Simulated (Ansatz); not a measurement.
```yaml
crystal:
  periodic: [false, false, false]
  atoms:
    - {symbol: F, position_ang: [1.809470, -0.391671, 0.499739]}
    - {symbol: Ge, position_ang: [0.363122, -0.287275, -0.152524]}
    - {symbol: F, position_ang: [0.508121, -0.288100, -1.727785]}
    - {symbol: Se, position_ang: [-0.499729, 1.559924, 0.795440]}
    - {symbol: H, position_ang: [-0.381498, -1.638365, 0.379428]}
    - {symbol: H, position_ang: [-1.886541, 1.131128, 0.201216]}
basis:
  gaussian: {orbitals: def2-mTZVPP}
magnetization: {spin_polarized: true, initial_magnetization: 8}
hamiltonian: {xc: {name: CAM-B3LYP}}
```

```sh
$ ansatz run in.yaml --threads 4 --pin off --events-out ev --progress --plain --max-ram 10444MiB
```

It prints (some lines left out):

```
Functional definition: CAM-B3LYP
1178 factors; integrals over basis functions are off by at most 1.2e-3 eV
328 factors; integrals over basis functions are off by at most 9.4e-6 eV
mean field evaluation 1: about -127308.6735 eV, gradient 3.2e1 eV
mean field evaluation 2: about -127265.8350 eV, gradient 1.0e2 eV
mean field evaluation 4: about -127312.4999 eV, gradient 8.2e0 eV
mean field evaluation 8: about -127312.8647 eV, gradient 1.1e0 eV
mean field evaluation 16: about -127312.9106 eV, gradient 6.7e-2 eV
mean field evaluation 32: about -127312.9112 eV, gradient 1.6e-4 eV
mean field -127312.91124112 eV, -4678.6631923206 hartree, gradient 5.1e-5 eV, S^2 20.005818; 6 other end points of the search recorded, 0 dependent functions left out
reference -127312.91135698 eV, -4678.6631965784 hartree; 47, 39 occupied and 83, 91 virtual orbitals, 1178 factors
Total energy: -127312.91135698 eV, -4678.6631965784 hartree
```

(1) Something in this input is off. What?

Answers

(1) The spin is set far too high for this molecule. The run converged. The result belongs to that input, not to the molecule as meant.
